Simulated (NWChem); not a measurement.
Program: NWChem. System: CH₂I, charge 0, spin multiplicity 2, at a geometry optimised with UPBE/def2-SVP with def2 effective core potentials on I. The structure started from a generated list of species. Its SCF solution wasn't tested for a lower state. Level: UB3LYP/def2-TZVP with def2 effective core potentials on I, VWN1-RPA local correlation.

NWChem printed:

```
             Northwest Computational Chemistry Package (NWChem) 7.3.0
             --------------------------------------------------------

                                NWChem Input Module
                                -------------------

 Scaling coordinates for geometry "geometry" by  1.889725989
 (inverse scale =  0.529177249)

 Turning off AUTOSYM since
 SYMMETRY directive was detected!

                             Geometry "geometry" -> ""
                             -------------------------

 Output coordinates in angstroms (scale by  1.889725989 to convert to a.u.)

  No.       Tag          Charge          X              Y              Z
 ---- ---------------- ---------- -------------- -------------- --------------
    1 C                    6.0000     0.00000000     0.00000000    -1.77085000
    2 I                   53.0000     0.00000000     0.00000000     0.28687600
    3 H                    1.0000    -0.96734500     0.00000000    -2.28967600
    4 H                    1.0000     0.96734500     0.00000000    -2.28967600

 Effective nuclear repulsion energy (a.u.)     108.2186603134

            Nuclear Dipole moment (a.u.)
            ----------------------------
        X                 Y               Z
 ---------------- ---------------- ----------------
     0.0000000000     0.0000000000    -0.0000453534

      Symmetry information
      --------------------

 Group name             C2v
 Group number             16
 Group order               4
 No. of unique centers     3

      Symmetry unique atoms

     1    2    3


 Summary of "ao basis" -> "" (spherical)
 ------------------------------------------------------------------------------
       Tag                 Description            Shells   Functions and Types
 ---------------- ------------------------------  ------  ---------------------
 *                         def2-tzvp                  on all atoms

                                 NWChem DFT Module
                                 -----------------

 Summary of "ao basis" -> "ao basis" (spherical)
 ------------------------------------------------------------------------------
       Tag                 Description            Shells   Functions and Types
 ---------------- ------------------------------  ------  ---------------------
 C                         def2-tzvp                11       31   5s3p2d1f
 I                         def2-tzvp                16       50   6s5p3d2f
 H                         def2-tzvp                 4        6   3s1p

 Summary of "ao basis" -> "ao basis" (spherical)
 ------------------------------------------------------------------------------
       Tag                 Description            Shells   Functions and Types
 ---------------- ------------------------------  ------  ---------------------
 C                         def2-tzvp                11       31   5s3p2d1f
 I                         def2-tzvp                16       50   6s5p3d2f
 H                         def2-tzvp                 4        6   3s1p

      Symmetry analysis of basis
      --------------------------

        a1         40
        a2          9
        b1         24
        b2         20

            General Information
            -------------------
          SCF calculation type: DFT
          Wavefunction type:  spin polarized.
          No. of atoms     :     4
          No. of electrons :    33
           Alpha electrons :    17
            Beta electrons :    16
          Charge           :     0
          Spin multiplicity:     2
          Use of symmetry is: on ; symmetry adaption is: on
          Maximum number of iterations: 100
          AO basis - number of functions:    93
                     number of shells:    35
          Convergence on energy requested:  1.00D-06
          Convergence on density requested:  1.00D-05
          Convergence on gradient requested:  5.00D-04

              XC Information
              --------------
                         B3LYP Method XC Potential
                     Hartree-Fock (Exact) Exchange  0.200
                        Slater Exchange Functional  0.800 local
                    Becke 1988 Exchange Functional  0.720 non-local
[...]
    23     -0.112915  1 C  d  1              56     -0.071371  2 I  d  1

                     DFT Final Beta Molecular Orbital Analysis
                     -----------------------------------------

 Vector   14  Occ=1.000000D+00  E=-3.776758D-01  Symmetry=a1
              MO Center= -1.1D-14,  2.5D-15, -5.4D-01, r^2= 2.7D+00
   Bfn.  Coefficient  Atom+Function         Bfn.  Coefficient  Atom+Function
  ----- ------------  ---------------      ----- ------------  ---------------
    49     -0.363820  2 I  pz                43      0.359731  2 I  pz
    46     -0.296473  2 I  pz                 8      0.270474  1 C  pz
    11      0.226722  1 C  pz                37     -0.178977  2 I  s
    36     -0.147402  2 I  s                 52     -0.127519  2 I  pz
    34      0.122632  2 I  s                 33     -0.109600  2 I  s

 Vector   15  Occ=1.000000D+00  E=-2.895876D-01  Symmetry=b2
              MO Center= -7.6D-16,  2.3D-16,  3.1D-03, r^2= 2.3D+00
   Bfn.  Coefficient  Atom+Function         Bfn.  Coefficient  Atom+Function
  ----- ------------  ---------------      ----- ------------  ---------------
    48      0.498444  2 I  py                42     -0.433790  2 I  py
    45      0.354306  2 I  py                51      0.243653  2 I  py
     7      0.116666  1 C  py                10      0.107841  1 C  py
    13      0.075728  1 C  py                39     -0.055215  2 I  py

 Vector   16  Occ=1.000000D+00  E=-2.711371D-01  Symmetry=b1
              MO Center= -7.0D-15, -4.5D-16,  1.8D-01, r^2= 2.3D+00
   Bfn.  Coefficient  Atom+Function         Bfn.  Coefficient  Atom+Function
  ----- ------------  ---------------      ----- ------------  ---------------
    47      0.532560  2 I  px                41     -0.459121  2 I  px
    44      0.378083  2 I  px                50      0.285563  2 I  px
    83      0.074317  3 H  s                 84      0.074506  3 H  s
    89     -0.074317  4 H  s                 90     -0.074506  4 H  s
     6     -0.068681  1 C  px                38     -0.058349  2 I  px

 Vector   17  Occ=0.000000D+00  E=-8.958089D-02  Symmetry=b2
              MO Center=  1.3D-16, -8.7D-13, -1.4D+00, r^2= 2.6D+00
   Bfn.  Coefficient  Atom+Function         Bfn.  Coefficient  Atom+Function
  ----- ------------  ---------------      ----- ------------  ---------------
    13      0.491736  1 C  py                 7      0.362870  1 C  py
    10      0.310068  1 C  py                51     -0.243227  2 I  py
    48     -0.220950  2 I  py                42      0.177843  2 I  py
    45     -0.151516  2 I  py                64     -0.082013  2 I  d -1
    54      0.068796  2 I  d -1              59     -0.033707  2 I  d -1

 Vector   18  Occ=0.000000D+00  E=-2.666934D-02  Symmetry=a1
              MO Center= -1.9D-15,  1.3D-15, -1.7D-01, r^2= 4.6D+00
   Bfn.  Coefficient  Atom+Function         Bfn.  Coefficient  Atom+Function
  ----- ------------  ---------------      ----- ------------  ---------------
     5      1.053164  1 C  s                 52      0.809229  2 I  pz
    37     -0.678106  2 I  s                 14      0.406410  1 C  pz
    84     -0.351118  3 H  s                 90     -0.351118  4 H  s
    49      0.338290  2 I  pz                 4      0.329351  1 C  s
    43     -0.241730  2 I  pz                11      0.229837  1 C  pz

 Vector   19  Occ=0.000000D+00  E= 7.195858D-02  Symmetry=a1
              MO Center=  4.1D-16, -1.9D-16, -1.7D+00, r^2= 6.1D+00
   Bfn.  Coefficient  Atom+Function         Bfn.  Coefficient  Atom+Function
  ----- ------------  ---------------      ----- ------------  ---------------
    84      1.800960  3 H  s                 90      1.800960  4 H  s
     5     -1.333607  1 C  s                 14      1.251499  1 C  pz
    52      0.716754  2 I  pz                37     -0.653368  2 I  s
     4     -0.334248  1 C  s                 36     -0.205182  2 I  s
     8      0.184211  1 C  pz                34      0.141210  2 I  s

   alpha - beta orbital overlaps
   -----------------------------

   alpha      1      2      3      4      5      6      7      8      9     10
    beta      1      2      3      4      5      6      7      8      9     10
 overlap   1.000  1.000  1.000  1.000  1.000  0.999  1.000  1.000  1.000  0.999

   alpha     11     12     13     14     15     16     17     18     19     20
    beta     11     12     13     14     15     16     17     18     19     20
 overlap   0.991  0.991  1.000  0.999  0.945  1.000  0.938  0.998  0.999  1.000

   alpha     21     22     23     24     25     26     27     28     29     30
    beta     21     22     23     24     25     26     27     29     28     30
 overlap   0.999  0.998  0.995  1.000  0.992  1.000  1.000  0.933  0.996  0.944

   alpha     31     32     33     34     35     36     37     38     39     40
    beta     31     32     33     34     36     35     37     38     39     40
 overlap   0.999  1.000  0.998  1.000  0.999  0.998  0.999  0.995  1.000  0.992

   alpha     41     42     43     44     45     46     47     48     49     50
    beta     41     42     43     44     45     47     46     49     48     50
 overlap   1.000  1.000  0.999  0.993  0.997  0.994  1.000  0.993  1.000  0.997

   alpha     51     52     53     54     55     56     57     58     59     60
    beta     51     52     53     54     56     55     57     58     59     60
 overlap   0.985  1.000  0.989  0.989  0.997  1.000  0.987  0.999  0.998  1.000

   alpha     61     62     63     64     65     66     67     68     69     70
    beta     62     61     63     64     65     67     66     68     69     70
 overlap   1.000  1.000  0.997  0.999  0.997  0.997  1.000  0.999  0.997  0.986

   alpha     71     72     73     74     75     76     77     78     79     80
    beta     71     74     72     73     75     78     76     77     79     80
 overlap   0.984  0.954  0.955  1.000  1.000  0.997  0.994  0.991  0.991  0.999

   alpha     81     82     83     84     85     86     87     88     89     90
    beta     81     82     83     84     85     86     87     88     89     90
 overlap   0.997  0.988  1.000  0.990  1.000  0.999  0.999  1.000  1.000  1.000

   alpha     91     92     93
    beta     91     92     93
 overlap   1.000  1.000  1.000

     --------------------------
     Expectation value of S2:
     --------------------------
      <S2> =      0.7559 (Exact =     0.7500)

 center of mass
 --------------
 x =   0.00000000 y =   0.00000000 z =   0.14133505

 moments of inertia (a.u.)
 ------------------
         206.598845227792           0.000000000000           0.000000000000
           0.000000000000         213.334434194599           0.000000000000
           0.000000000000           0.000000000000           6.735588966808

     Multipole analysis of the density
     ---------------------------------

     L   x y z        total         alpha         beta         nuclear
     -   - - -        -----         -----         ----         -------
     0   0 0 0     -0.000000    -17.000000    -16.000000     33.000000

     1   1 0 0     -0.000000      0.000000     -0.000000      0.000000
     1   0 1 0     -0.000000     -0.000000     -0.000000      0.000000
     1   0 0 1     -0.270015      8.823527      6.085780    -15.179322

     2   2 0 0    -24.809655    -16.054756    -15.438191      6.683292
     2   1 1 0     -0.000000     -0.000000     -0.000000      0.000000
     2   1 0 1      0.000000      0.000000      0.000000      0.000000
     2   0 2 0    -26.305933    -14.462151    -11.843783      0.000000
     2   0 1 1      0.000000      0.000000     -0.000000      0.000000
     2   0 0 2    -22.182609    -72.584154    -61.580379    111.981923

 Task  times  cpu:        2.6s     wall:        2.6s

 Total times  cpu:        2.7s     wall:        2.7s
```

Write an NWChem input that would produce this output.

Several could match; the one computed here: 
```
start mol
memory heap 200 mb stack 900 mb global 1100 mb
geometry units angstroms nocenter noautoz
  C      0.000000     0.000000    -1.770850
  I      0.000000     0.000000     0.286876
  H     -0.967345     0.000000    -2.289676
  H      0.967345     0.000000    -2.289676
  symmetry group C2v
end
basis spherical
  * library def2-tzvp
end
ecp
  I library def2-ecp
end
dft
  xc b3lyp
  odft
  mult 2
  semidirect memsize 60000000 filesize 0
  iterations 100
end
task dft energy
```
